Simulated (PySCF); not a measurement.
C$_{2}$H$_{2}$F$_{3}$O$_{2}$, charge +2, doublet, geometry from GFN2-xTB of the parent state (a state made from the parent by changing its charge; the spin is typed, not shown lowest); TPSS/6-31G (PySCF).

PySCF was given this input:
```python
from pyscf import gto, scf, dft

mol = gto.M(
    atom='''
O     1.60853260   -0.88459897    0.02028416
C     0.90805593    0.14957858   -0.08119017
O     1.25456321    1.33780754   -0.27055162
C    -0.66666345   -0.09815298    0.05643252
F    -1.30533713    1.03736901   -0.08535804
F    -0.89868137   -0.60744521    1.24860373
F    -1.03378219   -0.94934942   -0.87846494
H     2.59287415   -0.88028630   -0.04247575
H     2.19421086    1.62089485   -0.36986561
''',
    basis='6-31g',
    charge=2,
    spin=1,
    verbose=4,
)

mf = dft.ROKS(mol)
mf.xc = 'tpss'
mf.kernel()
```

Output, abridged:

```
PySCF version 2.14.0

[INPUT] verbose = 4
[INPUT] num. atoms = 9
[INPUT] num. electrons = 55
[INPUT] charge = 2
[INPUT] spin (= nelec alpha-beta = 2S) = 1
[INPUT] symmetry False subgroup None
[INPUT] Mole.unit = angstrom
[INPUT] Symbol           X                Y                Z      unit          X                Y                Z       unit  Magmom
[INPUT]  1 O      1.608532600000  -0.884598970000   0.020284160000 AA    3.039686076435  -1.671649783372   0.038331507067 Bohr   0.0
[INPUT]  2 C      0.908055930000   0.149578580000  -0.081190170000 AA    1.715977013487   0.282662550301  -0.153427185307 Bohr   0.0
[INPUT]  3 O      1.254563210000   1.337807540000  -0.270551620000 AA    2.370780872855   2.528089857978  -0.511268464357 Bohr   0.0
[INPUT]  4 C     -0.666663450000  -0.098152980000   0.056432520000 AA   -1.259811337758  -0.185482250510   0.106642007319 Bohr   0.0
[INPUT]  5 F     -1.305337130000   1.037369010000  -0.085358040000 AA   -2.466729675926   1.960343319011  -0.161303318130 Bohr   0.0
[INPUT]  6 F     -0.898681370000  -0.607445210000   1.248603730000 AA   -1.698261662549  -1.147905082579   2.359519087810 Bohr   0.0
[INPUT]  7 F     -1.033782190000  -0.949349420000  -0.878464940000 AA   -1.953565211553  -1.794010400315  -1.660058146632 Bohr   0.0
[INPUT]  8 H      2.592874150000  -0.880286300000  -0.042475750000 AA    4.899822018964  -1.663500018207  -0.080267534435 Bohr   0.0
[INPUT]  9 H      2.194210860000   1.620894850000  -0.369865610000 AA    4.146457584946   3.063047343218  -0.698944705795 Bohr   0.0

nuclear repulsion = 349.884478314929
number of shells = 39
number of NR pGTOs = 162
number of NR cGTOs = 67
basis = 6-31g
ecp = {}

******** <class 'pyscf.dft.roks.ROKS'> ********
method = ROKS
initial guess = minao
damping factor = 0
level_shift factor = 0
DIIS = <class 'pyscf.scf.diis.CDIIS'>
diis_start_cycle = 1
diis_space = 8
diis_damp = 0
SCF conv_tol = 1e-09
SCF conv_tol_grad = None
SCF max_cycles = 50
direct_scf = True
direct_scf_tol = 1e-13
num. doubly occ = 27  num. singly occ = 1
XC library pyscf.dft.libxc version 7.1.2
    S. Lehtola, C. Steigemann, M. J. T. Oliveira, and M. A. L. Marques,  SoftwareX 7, 1–5 (2018)
XC functionals = tpss
    J. Tao, J. P. Perdew, V. N. Staroverov, and G. E. Scuseria,  Phys. Rev. Lett. 91, 146401 (2003)
    J. P. Perdew, J. Tao, V. N. Staroverov, and G. E. Scuseria,  J. Chem. Phys. 120, 6898 (2004)
    J. Tao, J. P. Perdew, V. N. Staroverov, and G. E. Scuseria,  Phys. Rev. Lett. 91, 146401 (2003)
    J. P. Perdew, J. Tao, V. N. Staroverov, and G. E. Scuseria,  J. Chem. Phys. 120, 6898 (2004)
radial grids:
    Treutler-Ahlrichs [JCP 102, 346 (1995); DOI:10.1063/1.469408] (M4) radial grids

becke partition: Becke, JCP 88, 2547 (1988); DOI:10.1063/1.454033
pruning grids: <function nwchem_prune>
grids dens level: 3
symmetrized grids: False
atomic radii adjust function: <function treutler_atomic_radii_adjust>
small_rho_cutoff = 0
Set gradient conv threshold to 3.16228e-05
tot grids = 118808
init E= -528.649470971758
  HOMO = -0.357318092815894  LUMO = -0.0906625275435449  gap/eV = 7.25607
cycle= 1 E= -525.813439369467  delta_E= 2.84  |g|= 1.28  |ddm|= 2.25
  HOMO = -0.778249340124301  LUMO = -0.688179944534596  gap/eV = 2.45091
cycle= 2 E= -523.800022651055  delta_E= 2.01  |g|= 3.56  |ddm|= 2.95
  HOMO = -0.824617663021805  LUMO = -0.607931151659467  gap/eV = 5.89634
cycle= 3 E= -526.00493117277  delta_E= -2.2  |g|= 0.849  |ddm|= 2.16

WARN: HOMO -0.646039275058447 >= LUMO -0.795964316956869

cycle= 4 E= -525.397341395168  delta_E= 0.608  |g|= 1.31  |ddm|= 1.72
  HOMO = -0.829360339691549  LUMO = -0.594995922855306  gap/eV = 6.37738
cycle= 5 E= -526.141928067607  delta_E= -0.745  |g|= 0.635  |ddm|= 1.78
  HOMO = -0.831941990384121  LUMO = -0.596179565038056  gap/eV = 6.41542
cycle= 6 E= -526.207283870387  delta_E= -0.0654  |g|= 0.388  |ddm|= 0.823
  HOMO = -0.834812997791123  LUMO = -0.608774471242696  gap/eV = 6.15082
cycle= 7 E= -526.207361580361  delta_E= -7.77e-05  |g|= 0.297  |ddm|= 1.14
  HOMO = -0.839018671755611  LUMO = -0.605767586656765  gap/eV = 6.34709
cycle= 8 E= -526.221756456267  delta_E= -0.0144  |g|= 0.285  |ddm|= 1.14
  HOMO = -0.840680392283828  LUMO = -0.603937948934447  gap/eV = 6.44209
cycle= 9 E= -526.237682079944  delta_E= -0.0159  |g|= 0.134  |ddm|= 0.336
  HOMO = -0.841258415117793  LUMO = -0.604365056425754  gap/eV = 6.44620
cycle= 10 E= -526.210412040997  delta_E= 0.0273  |g|= 0.305  |ddm|= 0.725
  HOMO = -0.842110431754011  LUMO = -0.604329968794542  gap/eV = 6.47034
cycle= 11 E= -526.240415391094  delta_E= -0.03  |g|= 0.0784  |ddm|= 0.709
  HOMO = -0.841945376145408  LUMO = -0.609805379404618  gap/eV = 6.31685
cycle= 12 E= -526.215269061282  delta_E= 0.0251  |g|= 0.278  |ddm|= 1.14
  HOMO = -0.842318610540414  LUMO = -0.608251383587018  gap/eV = 6.36929
cycle= 13 E= -526.223276149828  delta_E= -0.00801  |g|= 0.225  |ddm|= 0.749
  HOMO = -0.841672528739733  LUMO = -0.607471175823382  gap/eV = 6.37294
cycle= 14 E= -526.22070425073  delta_E= 0.00257  |g|= 0.225  |ddm|= 0.721
  HOMO = -0.84192561560156  LUMO = -0.606749331110312  gap/eV = 6.39947
cycle= 15 E= -526.2155553081  delta_E= 0.00515  |g|= 0.245  |ddm|= 0.18
  HOMO = -0.840690651594275  LUMO = -0.607338446059882  gap/eV = 6.34984
cycle= 16 E= -526.212887911519  delta_E= 0.00267  |g|= 0.26  |ddm|= 0.118
  HOMO = -0.8418477187363  LUMO = -0.606057216187835  gap/eV = 6.41619
cycle= 17 E= -526.216986759799  delta_E= -0.0041  |g|= 0.239  |ddm|= 0.316
  HOMO = -0.841953051617965  LUMO = -0.605944394765848  gap/eV = 6.42212
cycle= 18 E= -526.223233977764  delta_E= -0.00625  |g|= 0.203  |ddm|= 0.675
  HOMO = -0.839161522874844  LUMO = -0.60675087428424  gap/eV = 6.32422
cycle= 19 E= -526.216985784114  delta_E= 0.00625  |g|= 0.241  |ddm|= 0.302
  HOMO = -0.841255192967194  LUMO = -0.59834323677912  gap/eV = 6.60997
cycle= 20 E= -526.225148596101  delta_E= -0.00816  |g|= 0.204  |ddm|= 0.579
  HOMO = -0.834288754338879  LUMO = -0.592175930789658  gap/eV = 6.58823
cycle= 21 E= -526.105606861632  delta_E= 0.12  |g|= 0.573  |ddm|= 0.992
  HOMO = -0.834421256915929  LUMO = -0.591503334871019  gap/eV = 6.61013
cycle= 22 E= -526.106218344825  delta_E= -0.000611  |g|= 0.569  |ddm|= 0.0562
  HOMO = -0.839612063823394  LUMO = -0.594863710468154  gap/eV = 6.65994
cycle= 23 E= -526.175816941104  delta_E= -0.0696  |g|= 0.416  |ddm|= 0.61
  HOMO = -0.838373443822465  LUMO = -0.598261440654799  gap/eV = 6.53378
cycle= 24 E= -526.209594030905  delta_E= -0.0338  |g|= 0.301  |ddm|= 0.724
  HOMO = -0.834542898209699  LUMO = -0.597614966224053  gap/eV = 6.44714
cycle= 25 E= -526.219291501526  delta_E= -0.0097  |g|= 0.308  |ddm|= 1.11
  HOMO = -0.838490567109618  LUMO = -0.596723672845624  gap/eV = 6.57881
cycle= 26 E= -526.237051161977  delta_E= -0.0178  |g|= 0.139  |ddm|= 0.42
  HOMO = -0.839700594001647  LUMO = -0.599648730092438  gap/eV = 6.53214
cycle= 27 E= -526.219206023116  delta_E= 0.0178  |g|= 0.259  |ddm|= 0.634
  HOMO = -0.836946348276555  LUMO = -0.602145490458781  gap/eV = 6.38926
cycle= 28 E= -526.13795995631  delta_E= 0.0812  |g|= 0.496  |ddm|= 1.04
  HOMO = -0.83822261572297  LUMO = -0.613862524164888  gap/eV = 6.10515
cycle= 29 E= -526.203872086608  delta_E= -0.0659  |g|= 0.321  |ddm|= 1.02
  HOMO = -0.8402573346149  LUMO = -0.603965419474041  gap/eV = 6.42983
cycle= 30 E= -526.238821082837  delta_E= -0.0349  |g|= 0.113  |ddm|= 1.15
  HOMO = -0.840527659160832  LUMO = -0.605469939540253  gap/eV = 6.39625
cycle= 31 E= -526.240642323507  delta_E= -0.00182  |g|= 0.0728  |ddm|= 0.355
  HOMO = -0.840163875661939  LUMO = -0.608229966972485  gap/eV = 6.31124
cycle= 32 E= -526.222556960764  delta_E= 0.0181  |g|= 0.219  |ddm|= 1.12
  HOMO = -0.839123499522223  LUMO = -0.609860419433925  gap/eV = 6.23857
cycle= 33 E= -526.210979249074  delta_E= 0.0116  |g|= 0.275  |ddm|= 0.493
  HOMO = -0.841519235325831  LUMO = -0.605726532147145  gap/eV = 6.41625
cycle= 34 E= -526.23724770603  delta_E= -0.0263  |g|= 0.125  |ddm|= 0.973
  HOMO = -0.841175994708421  LUMO = -0.606521951690862  gap/eV = 6.38526
cycle= 35 E= -526.236504580368  delta_E= 0.000743  |g|= 0.114  |ddm|= 0.278
  HOMO = -0.841447777372394  LUMO = -0.606269364031495  gap/eV = 6.39953
cycle= 36 E= -526.226589029058  delta_E= 0.00992  |g|= 0.187  |ddm|= 0.35
  HOMO = -0.839179778056443  LUMO = -0.605985909291821  gap/eV = 6.34553
cycle= 37 E= -526.124864602559  delta_E= 0.102  |g|= 0.547  |ddm|= 1.06
  HOMO = -0.841819538899947  LUMO = -0.606060841773893  gap/eV = 6.41532
cycle= 38 E= -526.228837674799  delta_E= -0.104  |g|= 0.173  |ddm|= 1.06
  HOMO = -0.842550700481196  LUMO = -0.605360751941128  gap/eV = 6.45427
cycle= 39 E= -526.231323894519  delta_E= -0.00249  |g|= 0.174  |ddm|= 0.59
  HOMO = -0.841373625751754  LUMO = -0.602974612128881  gap/eV = 6.48717
cycle= 40 E= -526.161482445019  delta_E= 0.0698  |g|= 0.441  |ddm|= 0.716
  HOMO = -0.840609480000553  LUMO = -0.602430014862668  gap/eV = 6.48119
cycle= 41 E= -526.229256665638  delta_E= -0.0678  |g|= 0.174  |ddm|= 1.04
  HOMO = -0.841482807967524  LUMO = -0.599844911470957  gap/eV = 6.57530
cycle= 42 E= -526.13293925898  delta_E= 0.0963  |g|= 0.505  |ddm|= 1.06
  HOMO = -0.841248468066476  LUMO = -0.599199528128358  gap/eV = 6.58649
cycle= 43 E= -526.205317695479  delta_E= -0.0724  |g|= 0.323  |ddm|= 0.847
  HOMO = -0.840296214317949  LUMO = -0.59994859859653  gap/eV = 6.54019
cycle= 44 E= -526.235613004695  delta_E= -0.0303  |g|= 0.157  |ddm|= 0.544
  HOMO = -0.84150822192945  LUMO = -0.601748619369579  gap/eV = 6.52419
cycle= 45 E= -526.23959285197  delta_E= -0.00398  |g|= 0.0993  |ddm|= 0.229
  HOMO = -0.842196577131071  LUMO = -0.60266401420163  gap/eV = 6.51801
cycle= 46 E= -526.239547304155  delta_E= 4.55e-05  |g|= 0.0965  |ddm|= 0.112
  HOMO = -0.841974371550859  LUMO = -0.606354881973279  gap/eV = 6.41153
cycle= 47 E= -526.231188334149  delta_E= 0.00836  |g|= 0.151  |ddm|= 1.05
  HOMO = -0.842680929273159  LUMO = -0.606052144743911  gap/eV = 6.43900
cycle= 48 E= -526.219977523687  delta_E= 0.0112  |g|= 0.249  |ddm|= 0.721
  HOMO = -0.842922513830676  LUMO = -0.604875008051431  gap/eV = 6.47760
cycle= 49 E= -526.239939029219  delta_E= -0.02  |g|= 0.0775  |ddm|= 0.78
  HOMO = -0.842699091050363  LUMO = -0.606420611729893  gap/eV = 6.42946
cycle= 50 E= -526.225886793692  delta_E= 0.0141  |g|= 0.188  |ddm|=  1.1
SCF not converged.
SCF energy = -526.225886793692
```

Convergence was not reached.
